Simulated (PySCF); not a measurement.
# Computed records: F₂OSi, BClH₂O

Computed with PySCF 2.14.0. Calculation on a computer-drawn molecule: vertical ionisation energy to the stated ion spin, frozen-core CCSD(T) at the basis limit and cheaper methods, single-reference cases, UHF for radicals, no spin-orbit; all values are single points at the evaluated structure, the first of each entry, which is the reference or a displaced copy of it and isn't optimised; the reference structure only sets the zero of the energies above reference; triples share is (T) over the correlation energy.

Common to all runs: charge 0; multiplicity 1; ion multiplicity 2; diffuse functions no; basis cc-pV(n+d)Z; reference is the Hartree-Fock double-zeta minimum; best is HF at quadruple zeta + MP2 correlation extrapolated from triple and quadruple zeta + CCSD(T) minus MP2 at triple zeta; basis step is the size of the change from the same recipe one zeta lower.

(1) F₂OSi

Evaluated structure:
```xyz
4
F2OSi
O     -1.9922    -4.3417    -0.0014
Si    -2.2229    -2.8987     0.1297
F     -2.6801    -2.0153     1.7040
F     -2.1726    -1.7787    -0.9548
```

Reference structure:
```xyz
4
F2OSi
O     -1.9902    -4.3461    -0.0287
Si    -2.2340    -2.8965     0.1329
F     -2.6118    -2.1229     1.4473
F     -2.1743    -1.7797    -0.9705
```

* ionisation energy best: 12.97 eV
* ionisation energy basis step: 0.1173 eV
* energy above reference best: 24.67 kcal/mol
* energy above reference basis step: 1.329 kcal/mol
* ionisation energy Koopmans at triple zeta: 14.15 eV
* ionisation energy EOM CCSD at triple zeta: 12.82 eV
* total energy HF triple zeta: -562.8778 hartree
* total energy CCSD(T) triple zeta: -563.7567 hartree
* total energy best: -563.9155 hartree
* T1 diagnostic at triple zeta: 0.01709
* D1 diagnostic at triple zeta: 0.05116
* ion T1 diagnostic at triple zeta: 0.01979
* ion D1 diagnostic at triple zeta: 0.07907
* ion spin squared at triple zeta: 0.7565
* triples share at triple zeta: 0.03536
* basis functions triple zeta: 129
* dipole magnitude HF at triple zeta: 2.15 debye
* dipole magnitude CCSD unrelaxed at triple zeta: 1.854 debye
* dipole magnitude PBE at triple zeta: 1.729 debye
* dipole magnitude r2SCAN at triple zeta: 1.824 debye
* dipole magnitude B3LYP at triple zeta: 1.83 debye
* dipole magnitude wB97X at triple zeta: 1.93 debye

Drawn bonds:
```tsv
atom	other atom	order
1	2	2
2	3	1
2	4	1
```

Triple zeta:
```tsv
method	ionisation energy (eV)	energy above reference (kcal/mol)
HF	11.07	31.01
PBE	12.49	19.51
r2SCAN	12.56	23.28
B3LYP	12.72	22.72
wB97X	12.69	23.95
MP2	13.02	23.81
CCSD	12.59	25.74
CCSD(T)	12.7	24.46
```

(2) F₂OSi

Evaluated structure:
```xyz
4
F2OSi
O     -1.9754    -4.3510     0.0043
Si    -2.2228    -2.8935     0.1684
F     -2.6235    -2.1540     1.4635
F     -2.1788    -1.8289    -0.9156
```

Reference structure:
```xyz
4
F2OSi
O     -1.9902    -4.3461    -0.0287
Si    -2.2340    -2.8965     0.1329
F     -2.6118    -2.1229     1.4473
F     -2.1743    -1.7797    -0.9705
```

- ionisation energy best: 12.28 eV
- ionisation energy basis step: 0.08995 eV
- energy above reference best: 0.8196 kcal/mol
- energy above reference basis step: 0.4504 kcal/mol
- ionisation energy Koopmans at triple zeta: 13.31 eV
- ionisation energy EOM CCSD at triple zeta: 12.06 eV
- total energy HF triple zeta: -562.9285 hartree
- total energy CCSD(T) triple zeta: -563.7941 hartree
- total energy best: -563.9536 hartree
- T1 diagnostic at triple zeta: 0.01513
- D1 diagnostic at triple zeta: 0.04638
- ion T1 diagnostic at triple zeta: 0.01532
- ion D1 diagnostic at triple zeta: 0.05339
- ion spin squared at triple zeta: 0.7561
- triples share at triple zeta: 0.03301
- basis functions triple zeta: 129
- dipole magnitude HF at triple zeta: 2.896 debye
- dipole magnitude CCSD unrelaxed at triple zeta: 2.527 debye
- dipole magnitude PBE at triple zeta: 2.371 debye
- dipole magnitude r2SCAN at triple zeta: 2.492 debye
- dipole magnitude B3LYP at triple zeta: 2.5 debye
- dipole magnitude wB97X at triple zeta: 2.62 debye

Drawn bonds:
```tsv
atom	other atom	order
1	2	2
2	3	1
2	4	1
```

Triple zeta:
```tsv
method	ionisation energy (eV)	energy above reference (kcal/mol)
HF	10.29	-0.7825
PBE	12.03	2.178
r2SCAN	11.95	1.114
B3LYP	12.07	1.317
wB97X	11.99	1.093
MP2	12.3	1.201
CCSD	11.89	0.6893
CCSD(T)	12.02	0.9861
```

(3) BClH₂O

Evaluated structure:
```xyz
5
BClH2O
O     -0.7311    -1.1608    -2.0361
B     -0.9399    -1.9589    -1.0421
Cl    -1.7724    -3.4293    -1.4084
H     -0.3420    -0.3107    -1.7907
H     -0.6987    -1.6936     0.0650
```

Reference structure:
```xyz
5
BClH2O
O     -0.7592    -1.0998    -2.0777
B     -0.9709    -1.9309    -1.0533
Cl    -1.7720    -3.4727    -1.3849
H     -0.3276    -0.2950    -1.8312
H     -0.6474    -1.6851     0.0692
```

Drawn bonds:
```tsv
atom	other atom	order
1	2	1
2	3	1
1	4	1
2	5	1
```

(4) BClH₂O

Evaluated structure:
```xyz
5
BClH2O
O     -0.7207    -1.0819    -2.1063
B     -0.9602    -1.8810    -1.0689
Cl    -1.7528    -3.4559    -1.3857
H     -0.3292    -0.2842    -1.8134
H     -0.5028    -1.6306     0.5387
```

Reference structure:
```xyz
5
BClH2O
O     -0.7592    -1.0998    -2.0777
B     -0.9709    -1.9309    -1.0533
Cl    -1.7720    -3.4727    -1.3849
H     -0.3276    -0.2950    -1.8312
H     -0.6474    -1.6851     0.0692
```

Drawn bonds:
```tsv
atom	other atom	order
1	2	1
2	3	1
1	4	1
2	5	1
```

Q: Give the missing D1 diagnostic at triple zeta for BClH₂O (entry 3).
A: 0.04011

Q: BClH₂O (entry 3): ionisation energy EOM CCSD at triple zeta?
A: 11.69 eV

Q: Give the missing ionisation energy basis step for BClH₂O (entry 3).
A: 0.09303 eV

Q: BClH₂O (entry 4): D1 diagnostic at triple zeta?
A: 0.04271

Q: What ionisation energy EOM CCSD at triple zeta does the calculation give for BClH₂O (entry 4)?
A: 11.19 eV

Q: Give the missing total energy best for BClH₂O (entry 4).
A: -560.9774 hartree

Q: Give the table of triple zeta values for BClH₂O (entry 4).
A: 
Triple zeta:
```tsv
method	ionisation energy (eV)	energy above reference (kcal/mol)
HF	10.43	38.57
PBE	10.56	31.86
r2SCAN	10.68	34.03
B3LYP	10.86	34.72
wB97X	11.11	35.43
MP2	11.06	36.57
CCSD	11.15	35.25
CCSD(T)	11.08	34.51
```

Further results for BClH₂O (entry 3):

* ionisation energy best: 11.84 eV
* energy above reference best: 2.468 kcal/mol
* energy above reference basis step: 0.3072 kcal/mol
* ionisation energy Koopmans at triple zeta: 12.21 eV
* total energy HF triple zeta: -560.3625 hartree
* total energy CCSD(T) triple zeta: -560.9391 hartree
* total energy best: -561.0290 hartree
* T1 diagnostic at triple zeta: 0.01157
* ion T1 diagnostic at triple zeta: 0.02925
* ion D1 diagnostic at triple zeta: 0.1518
* ion spin squared at triple zeta: 0.7617
* triples share at triple zeta: 0.03687
* basis functions triple zeta: 127
* dipole magnitude HF at triple zeta: 2.814 debye
* dipole magnitude CCSD unrelaxed at triple zeta: 2.606 debye
* dipole magnitude PBE at triple zeta: 2.506 debye
* dipole magnitude r2SCAN at triple zeta: 2.59 debye
* dipole magnitude B3LYP at triple zeta: 2.59 debye
* dipole magnitude wB97X at triple zeta: 2.682 debye

Triple zeta:
```tsv
method	ionisation energy (eV)	energy above reference (kcal/mol)
HF	10.65	2.673
PBE	11.16	2.935
r2SCAN	11.34	2.51
B3LYP	11.48	2.572
wB97X	11.64	2.581
MP2	11.8	2.615
CCSD	11.58	2.72
CCSD(T)	11.62	2.855
```

Further results for BClH₂O (entry 4):

- ionisation energy best: 11.24 eV
- ionisation energy basis step: 0.07859 eV
- energy above reference best: 34.86 kcal/mol
- energy above reference basis step: 0.1857 kcal/mol
- ionisation energy Koopmans at triple zeta: 11.48 eV
- total energy HF triple zeta: -560.3053 hartree
- total energy CCSD(T) triple zeta: -560.8887 hartree
- T1 diagnostic at triple zeta: 0.01321
- ion T1 diagnostic at triple zeta: 0.03208
- ion D1 diagnostic at triple zeta: 0.1577
- ion spin squared at triple zeta: 0.7954
- triples share at triple zeta: 0.03884
- basis functions triple zeta: 127
- dipole magnitude HF at triple zeta: 2.35 debye
- dipole magnitude CCSD unrelaxed at triple zeta: 2.26 debye
- dipole magnitude PBE at triple zeta: 2.178 debye
- dipole magnitude r2SCAN at triple zeta: 2.235 debye
- dipole magnitude B3LYP at triple zeta: 2.225 debye
- dipole magnitude wB97X at triple zeta: 2.303 debye
